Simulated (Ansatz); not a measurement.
Relaxation of C3H8N2Si (14 atoms, charge 0, multiplicity 1), to a largest force component of 0.015 eV/Å in at most 40 steps.

Level of theory: RKS B3LYP-D4/STO-3G in Ansatz.

```xyz
14
Properties=species:S:1:pos:R:3:forces:R:3
N 0.423 0.410 -1.947 -2.06 4.93 -7.09
C 0.473 -0.011 -0.741 -1.02 -0.27 7.23
C 1.042 -1.038 -0.110 1.33 -1.07 1.10
C 0.707 -0.845 1.363 -3.56 -1.93 0.90
Si -0.334 0.651 0.878 3.88 0.97 -2.10
N -2.012 0.549 0.665 -1.22 1.54 0.53
H -0.039 1.344 -2.187 0.50 -1.32 0.55
H 0.948 0.087 -2.741 1.19 -1.11 -1.14
H 1.713 -1.813 -0.469 0.13 -0.24 -0.32
H 1.448 -0.662 2.099 1.75 0.13 0.89
H 0.017 -1.670 1.797 1.30 1.01 -0.58
H 0.150 2.034 1.237 -0.74 -1.17 0.05
H -2.466 0.553 1.586 -0.99 0.33 0.97
H -2.253 -0.362 0.303 -0.50 -1.82 -1.00
```

Question: Where does it end, and by what steps?

Answer: The run converged. Limits of this set-up: minimal basis. After 11 steps the energy has fallen by 1.284 eV; H14 moved furthest, 0.42 Å.

| step | energy less start (eV) | largest force component (eV/Å) | accepted |
| --- | --- | --- | --- |
| 0 | 0.0000 | 7.228 | yes |
| 1 | -1.0760 | 2.096 | yes |
| 2 | -1.1699 | 0.661 | yes |
| 3 | -1.2145 | 0.644 | yes |
| 4 | -1.2683 | 0.418 | yes |
| 5 | -1.2483 | 0.900 | no |
| 6 | -1.2816 | 0.274 | yes |
| 7 | -1.2793 | 0.166 | no |
| 8 | -1.2836 | 0.076 | yes |
| 9 | -1.2838 | 0.045 | yes |
| 10 | -1.2842 | 0.020 | yes |
| 11 | -1.2843 | 0.008 | yes |

```xyz
14
Properties=species:S:1:pos:R:3
N 0.344 0.324 -2.176
C 0.430 0.025 -0.771
C 1.110 -0.965 -0.133
C 0.671 -0.878 1.348
Si -0.395 0.599 0.797
N -2.150 0.558 0.815
H 0.260 1.359 -2.339
H 1.206 -0.002 -2.685
H 1.824 -1.688 -0.549
H 1.492 -0.676 2.055
H 0.132 -1.772 1.703
H -0.011 1.894 1.322
H -2.555 0.837 1.740
H -2.542 -0.389 0.607
```

Whether the end is a true minimum wasn't checked by a vibrational analysis.

Time of the run: 46 s on 1 thread of Arm Neoverse V1, with other jobs on the host, peak memory 0.13 GiB.
